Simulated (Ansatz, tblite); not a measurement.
Spin states of Mo(OH)4 (MoO₄H₄), formally d², each relaxed with r2SCAN-D4/def2-SVP in Ansatz. Electronic energies in the gas phase.

In the def2 sets Mo takes a core potential; there is no spin–orbit coupling. The xTB rows come from tblite. B3LYP takes the VWN-RPA correlation.

Singlet geometry (Cs within 0.1 Å):

```xyz
9

Mo    0.0506    0.3904   -0.1213
O    -1.3504    1.2869   -0.9374
H    -2.2882    1.0428   -0.8982
O     1.7492    1.1288   -0.1519
H     2.5190    0.8139    0.3467
O    -0.4353   -0.1482    1.6239
H    -0.4871   -1.1338    1.6132
O     0.0172   -1.5279   -0.2941
H     0.2249   -1.8529   -1.1810
```

Triplet geometry:

```xyz
9

Mo    0.119    0.305    0.147
O     1.781    0.588   -0.714
H     1.918    0.021   -1.494
O    -1.024    1.792    0.083
H    -1.781    1.935   -0.501
O    -0.252   -1.163   -1.035
H    -0.664   -1.898   -0.551
O    -0.190   -0.917    1.587
H     0.094   -0.662    2.478
```

Only these spin states were relaxed.

| level | triplet − singlet (kcal/mol) | lowest of these | remarks |
| --- | --- | --- | --- |
| GFN1-xTB | 16.7 | singlet | – |
| GFN2-xTB | 7.8 | singlet | – |
| LDA (SPW92)/def2-TZVP | 0.3 | tie | restricted singlet, untested (singlet) |
| PBE-D4/def2-TZVP | -5.4 | triplet | restricted singlet, untested (singlet) |
| r2SCAN-D4/def2-TZVP | -11.6 | triplet | restricted singlet, untested (singlet) |
| B3LYP-D4/def2-TZVP | -7.4 | triplet | restricted singlet, untested (singlet) |
| PBE0-D4/def2-TZVP | -9.8 | triplet | restricted singlet, untested (singlet) |

```tsv
state	donor atoms	mean metal–ligand distance (Å)	range (Å)	Mulliken spin on the metal (PBE0)
singlet	4	1.880	1.85–1.93	0
triplet	4	1.901	1.88–1.92	1.92
```

⟨S²⟩ at PBE0-D4/def2-TZVP: singlet 0.00 (pure 0.00), triplet 2.01 (pure 2.00).

Change of the triplet − singlet gap on mixing in exact exchange, in kcal/mol: PBE to PBE0 (25 % exact exchange) -4.4.

The xTB methods have no term that favours high spin, so they put low spin too low.
